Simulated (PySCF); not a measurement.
PySCF input (M06-2X/6-31G* with LANL2DZ past Ar (5d)):

```python
from pyscf import gto, dft

mol = gto.M(
    atom='''
    Au   -0.00000000   -0.00000000   -0.39913200
    Cl    0.00000000    0.00000000    1.85478800
    ''',
    basis={'default': '6-31g*', 'Au': 'lanl2dz'},
    ecp={'Au': 'lanl2dz'},
    charge=0,
    spin=0,
    verbose=4,
)

mf = dft.RKS(mol, xc='m062x')
mf.grids.level = 4
mf.conv_tol = 1e-9
mf.max_cycle = 100
mf.max_memory = 1500
mf.kernel()
if not mf.converged:
    mf = mf.newton()
    mf.kernel(mf.make_rdm1())
mf.dip_moment()
```

From the output:

```

nuclear repulsion = 75.8342084577802
number of shells = 15
number of NR pGTOs = 89
number of NR cGTOs = 40
basis = {'default': '6-31g*', 'Au': 'lanl2dz'}
ecp = {'Au': 'lanl2dz'}

******** <class 'pyscf.dft.rks.RKS'> ********
method = RKS
initial guess = minao
damping factor = 0
level_shift factor = 0
DIIS = <class 'pyscf.scf.diis.CDIIS'>
diis_start_cycle = 1
diis_space = 8
diis_damp = 0
SCF conv_tol = 1e-09
SCF conv_tol_grad = None
SCF max_cycles = 100
direct_scf = True
direct_scf_tol = 1e-13
XC library pyscf.dft.libxc version 7.1.2
    S. Lehtola, C. Steigemann, M. J. T. Oliveira, and M. A. L. Marques,  SoftwareX 7, 1–5 (2018)
XC functionals = m062x
    Y. Zhao and D. G. Truhlar,  Theor. Chem. Acc. 120, 215 (2008)
    Y. Zhao and D. G. Truhlar,  Theor. Chem. Acc. 120, 215 (2008)
radial grids:
    Treutler-Ahlrichs [JCP 102, 346 (1995); DOI:10.1063/1.469408] (M4) radial grids

becke partition: Becke, JCP 88, 2547 (1988); DOI:10.1063/1.454033
pruning grids: <function nwchem_prune>
grids dens level: 4
symmetrized grids: False
atomic radii adjust function: <function treutler_atomic_radii_adjust>
small_rho_cutoff = 0
Set gradient conv threshold to 3.16228e-05
Initial guess from minao.
tot grids = 63720
init E= -596.745652544297

WARN: HOMO 0.0933642284556025 == LUMO 0.0933749903868115

cycle= 1 E= -583.084383301075  delta_E= 13.7  |g|= 4.64  |ddm|= 6.53
  HOMO = -1.05475727864939  LUMO = -0.966456651997727  gap/eV = 2.40278
cycle= 2 E= -587.503205086284  delta_E= -4.42  |g|= 3.66  |ddm|= 8.97
  HOMO = -0.905213975370662  LUMO = -0.581436746236895  gap/eV = 8.81043
cycle= 3 E= -594.497178698556  delta_E= -6.99  |g|=  1.5  |ddm|= 6.84
  HOMO = -0.362230893350024  LUMO = -0.228093963765873  gap/eV = 3.65005
cycle= 4 E= -595.433598708282  delta_E= -0.936  |g|= 0.367  |ddm|= 2.87
  HOMO = -0.337875229992944  LUMO = -0.134131407264749  gap/eV = 5.54415
cycle= 5 E= -595.478230429422  delta_E= -0.0446  |g|= 0.075  |ddm|= 0.473
  HOMO = -0.345135117332065  LUMO = -0.112363614975847  gap/eV = 6.33404
cycle= 6 E= -595.480891175584  delta_E= -0.00266  |g|= 0.0126  |ddm|= 0.14
  HOMO = -0.341778084841686  LUMO = -0.113461623072487  gap/eV = 6.21281
cycle= 7 E= -595.480960602697  delta_E= -6.94e-05  |g|= 0.00335  |ddm|= 0.0214
  HOMO = -0.341751414712616  LUMO = -0.114263531575462  gap/eV = 6.19026
cycle= 8 E= -595.48096926295  delta_E= -8.66e-06  |g|= 0.00093  |ddm|= 0.0099
  HOMO = -0.341972143821875  LUMO = -0.114297053975414  gap/eV = 6.19535
cycle= 9 E= -595.480970052436  delta_E= -7.89e-07  |g|= 0.000297  |ddm|= 0.00272
  HOMO = -0.342053305163908  LUMO = -0.114250688020058  gap/eV = 6.19882
cycle= 10 E= -595.480970200831  delta_E= -1.48e-07  |g|= 6.76e-05  |ddm|= 0.00149
  HOMO = -0.342070243222958  LUMO = -0.114261825605475  gap/eV = 6.19898
cycle= 11 E= -595.48097021022  delta_E= -9.39e-09  |g|= 1.43e-05  |ddm|= 0.000388
  HOMO = -0.34207518036042  LUMO = -0.114260588426175  gap/eV = 6.19915
cycle= 12 E= -595.48097021063  delta_E= -4.09e-10  |g|= 1.52e-06  |ddm|= 9.2e-05
  HOMO = -0.342075659610264  LUMO = -0.11426071438148  gap/eV = 6.19916
Extra cycle  E= -595.480970210631  delta_E= -1.59e-12  |g|= 7.53e-07  |ddm|= 5.34e-06
converged SCF energy = -595.480970210631
Dipole moment(X, Y, Z, Debye): -0.00000, -0.00000, -4.59630
```

The geometry given is a B3LYP-D3(BJ)/def2-TZVP minimum.
